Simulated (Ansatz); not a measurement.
Geometry optimisation, RKS PBE/def2-SVP in Ansatz 0.2.0.

Input file:

```yaml
crystal:
  periodic: [false, false, false]
  atoms:
    - { symbol: Ga, position_ang: [0.126295, -0.105129, 0.182522] }
    - { symbol: H, position_ang: [0.722868, -0.132815, 1.612925] }
    - { symbol: O, position_ang: [1.799145, -0.352196, -0.378398] }
    - { symbol: H, position_ang: [2.306109, -0.511155, 0.440879] }
    - { symbol: Cl, position_ang: [-1.599916, 0.149395, -1.034427] }
basis:
  gaussian: { orbitals: def2-SVP }
hamiltonian:
  xc: pbe
relax:
  f_tol: 0.03
  max_steps: 50
output:
  orbitals: {}
```

Run as:

```bash
$ ansatz run input.yaml --threads 1 --pin off --max-ram 2048MiB --backend cpu --events-out ev --progress --plain --runs-dir out
```

**Question.** Where does it end, and by what steps?

**Answer.** It converged. After 8 steps the energy has fallen by 0.721 eV; H2 moved furthest, 0.68 Å.

```
step  energy less start (eV)  largest force component (eV/Å)  accepted
   0                  0.0000                           1.523       yes
   1                 -0.3853                           0.815       yes
   2                 -0.5815                           0.438       yes
   3                 -0.6646                           0.731       yes
   4                 -0.7164                           0.272       yes
   5                 -0.7144                           0.407        no
   6                 -0.7200                           0.094       yes
   7                 -0.7211                           0.069       yes
   8                 -0.7213                           0.005       yes
```

```xyz
5
Properties=species:S:1:pos:R:3
Ga 0.277 -0.116 0.362
H 0.126 -0.034 1.916
O 1.797 -0.410 -0.547
H 2.562 -0.522 0.048
Cl -1.409 0.130 -0.956
```

Whether the end is a true minimum wasn't checked by a vibrational analysis.

Time of the run: 19 s on 1 thread of Arm Neoverse V1, with other jobs on the host, peak memory 0.14 GiB.
